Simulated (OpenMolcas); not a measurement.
Lines of S2+: computed and rescaled rates

* Program: OpenMolcas
* Method: MS-CASPT2, IPEA 0.25 Eh, imaginary shift 0.1 Eh (closed shells correlated: 2s 2p)
* Basis: ANO-RCC-VQZP [6s5p3d2f1g]
* Scalar Hamiltonian: DKH2, point nucleus
* Active space: 4 electrons in 4 orbitals (3s 3p)
* State averaging: 2S+1 = 3 even, 6 roots; 2S+1 = 1 even, 12 roots; 2S+1 = 5 odd, 1 root; 2S+1 = 3 odd, 9 roots; 2S+1 = 1 odd, 8 roots
* Spin-orbit coupling: RASSI with atomic mean-field integrals over the reference wave functions, term energies averaged over their components

Rates come from the transition moments of the reference wave functions (E1 and E2 in the length form). At fixed line strength A goes as λ^-3 for E1 and M1 and as λ^-5 for E2, so a rate at the computed wavelength can be rescaled to the measured one. Measured vacuum wavelengths follow from level energies in NIST levels in Podobedova, Kelleher and Wiese, J. Phys. Chem. Ref. Data 38, 171 (2009). Branching counts decays inside the model space alone, at computed energies, and the table is only a selection of the E2 and M1 lines, drawn from those between levels with measured partners whose computed energy lies within a factor of 1.5 of the measured one.

```
      Upper        Lower  Type  λ computed (nm)  λ measured (nm)  A computed (s-1)  A rescaled (s-1)  Branching %
3s2 3p2 3P1  3s2 3p2 3P0    M1            37670            33480          3.38e-04          4.81e-04        100.0
3s2 3p2 3P2  3s2 3p2 3P1    M1            20870            18710          1.49e-03          2.07e-03        100.0
3s2 3p2 1D2  3s2 3p2 3P2    M1             1011            953.3          4.84e-02                           71.9
3s2 3p2 1D2  3s2 3p2 3P1    M1              964            907.1          1.86e-02                           27.7
3s2 3p2 1S0  3s2 3p2 1D2    E2            683.6            631.4          1.63e+00          2.42e+00         70.9
3s2 3p2 1S0  3s2 3p2 3P1    M1              400            372.3          6.62e-01                           28.7
```

Spin-changing lines and M1 lines between different terms are not rescaled, since their strength hangs on the term gaps too.

The largest correction is for 3s2 3p2 1S0 → 3s2 3p2 1D2 (E2): 1.63e+00 × (683.6 / 631.4)^5 = 2.42e+00 s-1, a factor of 1.49.

No measured rate stands beside these. Rescaling mends the energy factor alone: line strengths can still be far off where a level mixes with configurations outside the active space, and weak or spin-changing lines hang on small mixing coefficients that depend on the term gaps too, so rescaling need not improve them.

CASPT2 does not keep the components of a term degenerate, so their means are used; among the terms shown or strongly mixed into the levels shown the widest spread is 51 cm-1 (3s2 3p2 1D). Over all roots computed the reference weight is 0.85 to 0.99; the roots of lowest weight are the least certain, and an intruder state may touch them. Computed and measured levels are paired by configuration, term and J; levels that our copy of the source lacks, or whose pairing is in doubt (as where it misses far off the trend of its configuration), stay unpaired. Levels of configurations outside the active space are missing.
